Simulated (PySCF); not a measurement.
Species: InEt2(OEt), C₆H₁₅InO.
Bonds: In1–C2, In1–C9, In1–O16, C2–C3, C9–C10, O16–C17, C17–C18. Hydrogens: H4, H5 on C2; H6, H7, H8 on C3; H11, H12 on C9; H13, H14, H15 on C10; H19, H20 on C17; H21, H22, H23 on C18.

Method used: TDDFT CAM-B3LYP/def2-SVPD, vertical, gas phase, core orbitals frozen in the response, def2 core potentials past Kr in PySCF. The structure is a single PBE0-D3(BJ)/def2-SVP conformer in the gas phase; no vibrational or solvent corrections. Spin–orbit coupling is left out.

```csv
state,E (eV),λ (nm),f,|μ| (D),"main configurations (H = HOMO, L = LUMO)"
S1,4.67,265.7,0.0007,0.20,H→L (96%)
S2,5.16,240.4,0.0039,0.44,H-2→L (94%)
S3,5.35,231.9,0.032,1.26,H-1→L (84%)
S4,5.69,218.1,0.122,2.37,H→L+1 (77%)
S5,5.82,213.0,0.046,1.44,"H-1→L+1 (63%), H-1→L+2 (17%), H→L+1 (10%)"
S6,6.06,204.6,0.161,2.64,H-2→L+1 (79%)
S7,6.63,187.1,0.038,1.24,"H→L+2 (69%), H-2→L+2 (12%)"
S8,7.03,176.4,0.026,0.99,"H→L+3 (53%), H-2→L+2 (20%)"
S9,7.14,173.7,0.035,1.14,"H→L+3 (26%), H-2→L+2 (24%), H→L+4 (11%)"
S10,7.21,172.0,0.0046,0.41,"H-1→L+2 (27%), H-3→L (21%), H-1→L+3 (17%)"
```

Triplets, Tamm–Dancoff:

```csv
state,E (eV),λ (nm),"main configurations (H = HOMO, L = LUMO)"
T1,4.46,278.1,H→L (93%)
T2,4.71,263.0,"H→L+1 (60%), H-2→L+1 (11%)"
T3,4.79,259.0,H-1→L (92%)
T4,4.95,250.5,H-2→L (90%)
```

The lowest singlet comes at 266 nm (450 kJ/mol) in the ultraviolet; it is very weak; its leading configuration is HOMO→LUMO (96%). The strongest level in the table is S6 at 6.06 eV (205 nm, f = 0.161). Löwdin shares by element: HOMO carbon 32% or more, oxygen 26%, indium 12% (atoms not listed hold the other 30%); LUMO indium 54%, carbon 13% or more, oxygen 9% (atoms not listed hold the other 24%). Orbital energies (eV): HOMO-3 -10.34, HOMO-2 -8.50, HOMO-1 -8.39, HOMO -8.06, LUMO -0.12, LUMO+1 0.19, LUMO+2 1.34. The listed states span 2.54 eV, and the widest gap between neighbours is 0.57 eV (S6 to S7). Of the 10 states listed, 7 reach f = 0.01 and none stays under 0.0005. Only the lowest 10 singlets were computed, as vertical energies without vibronic structure.

The run took 5.0 min of wall time (with the writing of density and orbital grids) on one thread, AMD EPYC (x86_64), shared host with 64 logical CPUs at a one-minute load of 52, and the process peaked at 1.8 GiB of memory.
